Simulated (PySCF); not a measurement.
Si(AsH2)(F)(OH)2 (AsFH4O2Si), SMILES F[Si](O)(O)[AsH2].

Geometry: ωB97X-D3(BJ)/def2-SVP. Other conformers were not sampled.

Two levels are set side by side: TDA-PBE/def2-SVPD (PySCF) and TDA-CAM-B3LYP/def2-SVPD (PySCF). Vertical, same geometry. The lowest singlet is HOMO→LUMO 98 % with PBE and HOMO→LUMO 69 %, HOMO→LUMO+1 16 % with the other functional; states are paired by order. Differences are taken from unrounded values.

```
quantity                               TDA-CAM-B3LYP  TDA-PBE  TDA-PBE minus TDA-CAM-B3LYP
-------------------------------------  -------------  -------  ---------------------------
lowest singlet excitation (eV)                  6.63     5.84                        -0.79
lowest triplet excitation (TDA) (eV)            5.83     5.61                        -0.23
first bright state (f over 0.05) (eV)           6.63     5.84                        -0.79
its oscillator strength                         0.07     0.08                         0.01
```

A lower first singlet is the usual sign of a functional without exact exchange. Differences between two approximate levels are no errors against the true value.

Rough cost on one machine, each run with all the roots and properties that it gave: TDA-CAM-B3LYP against TDA-PBE about 6 times.
